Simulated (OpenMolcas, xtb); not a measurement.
**GeSiH3ClO (SMILES [SiH3][O][Ge][Cl]): the HOMO–LUMO gap, rung by rung**

The species is GeSiH3ClO (7 atoms), meant as a singlet with charge 0. SMILES: `[SiH3][O][Ge][Cl]`. The coordinates come from a PBE0-D4/def2-TZVP relaxation. This is one conformer, not always the lowest.

Quantity: the HOMO–LUMO gap, in eV. The values are calculated.

| level | kind | program | value (eV) | CPU time |
| --- | --- | --- | --- | --- |
| GFN0-xTB | semi-empirical | xtb | 3.54 | under 2 s |
| HF/cc-pVDZ | Hartree–Fock | OpenMolcas | 11.11 | 16 s |
| SVWN5/cc-pVDZ | LDA | OpenMolcas | 3.68 | 36 s |
| PBE/cc-pVDZ | GGA | OpenMolcas | 3.72 | 50 s |
| M06-L/cc-pVDZ | meta-GGA | OpenMolcas | 4.11 | 64 s |
| B3LYP/cc-pVDZ | global hybrid | OpenMolcas | 5.19 | 46 s |
| PBE0/cc-pVDZ | global hybrid | OpenMolcas | 5.59 | 45 s |
| B2PLYP/cc-pVDZ | double hybrid | OpenMolcas | 7.63 | 33 s |

All-electron rows without a relativistic Hamiltonian named are non-relativistic. The values span 3.54 to 11.11 eV. Orbital gaps aren't excitation energies, and those of double hybrids come from the SCF part alone; they tend to grow with the share of exact exchange. Times are those of the runs behind each value, whatever else they computed, on shared processors of several kinds: orders of magnitude only.
